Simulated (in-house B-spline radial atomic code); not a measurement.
A fraction x of an electron is removed from 3p in the chlorine ion Cl⁴⁺, starting from [Ne] 3s2 3p1 and keeping the highest spin. Method: non-relativistic LDA VWN5, spin-polarised, spherical fractional occupations, point nucleus. Calculated with an all-electron radial atomic-structure program (B-spline basis).

```tsv
x	E(x) - E(0) (eV)	3p up level (eV)
0	0.0000	-60.405
0.09	5.4949	-61.705
0.19	11.7378	-63.153
0.28	17.4804	-64.461
0.49	31.3385	-67.523
0.5	32.0145	-67.669
0.52	33.3708	-67.962
0.74	48.6765	-71.183
0.83	55.1423	-72.501
0.95	63.9479	-74.258
1	67.6791	-
```

The exact functional would give a straight line between the two integer points. Deviations E(x) - E(0) - x[E(1) - E(0)], in eV: -0.596 at x = 0.09, -1.121 at x = 0.19, -1.47 at x = 0.28, -1.824 at x = 0.49, -1.825 at x = 0.5, -1.822 at x = 0.52, -1.406 at x = 0.74, -1.031 at x = 0.83, -0.347 at x = 0.95.

The curve lies below the straight line by up to 1.825 eV (at x = 0.5): convex, the delocalisation error that favours fractional charges.

(1) How well does Slater's transition state (minus the level at half occupation) give the ionisation energy?

## Answers

(1) It gives 67.669 eV against 67.679 eV from the two total energies; NIST lists 67.68 eV, ground level to ground level.
